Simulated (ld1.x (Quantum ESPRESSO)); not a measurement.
**An all-electron radial function and its pseudo partner (silicon (Si))**

Columns: radius, all-electron u(r) and pseudo u(r) of the 3s shell (level -10.77 eV) of silicon in the configuration [Ne] 3s2 3p2; PBEsol, scalar-relativistic, ultrasoft scheme, ld1.x (Quantum ESPRESSO) 7.5.

| r (bohr) | all-electron | pseudo |
| --- | --- | --- |
| 0.103 | 0.1166 | 0.0275 |
| 0.205 | -0.1421 | 0.0566 |
| 0.308 | -0.3075 | 0.0898 |
| 0.410 | -0.3349 | 0.1277 |
| 0.513 | -0.2660 | 0.1720 |
| 0.615 | -0.1458 | 0.2220 |
| 0.718 | -0.0033 | 0.2781 |
| 0.820 | 0.1388 | 0.3382 |
| 0.923 | 0.2719 | 0.4017 |
| 1.025 | 0.3878 | 0.4651 |
| 1.128 | 0.4864 | 0.5273 |
| 1.230 | 0.5660 | 0.5845 |
| 1.332 | 0.6286 | 0.6350 |
| 1.435 | 0.6757 | 0.6769 |
| 1.538 | 0.7081 | 0.7081 |
| 1.640 | 0.7276 | 0.7276 |
| 1.743 | 0.7362 | 0.7362 |
| 1.845 | 0.7357 | 0.7357 |
| 1.948 | 0.7276 | 0.7276 |
| 2.050 | 0.7134 | 0.7134 |
| 2.153 | 0.6942 | 0.6942 |
| 2.255 | 0.6715 | 0.6715 |
| 2.358 | 0.6458 | 0.6458 |
| 2.460 | 0.6183 | 0.6183 |
| 2.562 | 0.5897 | 0.5897 |
| 2.665 | 0.5600 | 0.5600 |

**Question.** How many radial nodes do the two functions have?

**Answer.** The all-electron 3s function has n − l − 1 = 2; the pseudo-wave has 0, since the states of the same l below it are removed with the core.

**Question.** At about which radius was the pseudo-wave matched?

**Answer.** 1.60 bohr, where the columns begin to agree (steps of 0.10 bohr).

**Question.** Where does each function peak?

**Answer.** Outermost all-electron maximum near 1.74 bohr, pseudo maximum near 1.74 bohr (to the table’s step).

**Question.** Is the pseudo-wave norm-conserving?

**Answer.** No, it belongs to an ultrasoft set: the norm inside the radius is not constrained, and the difference is carried by the augmentation charge.
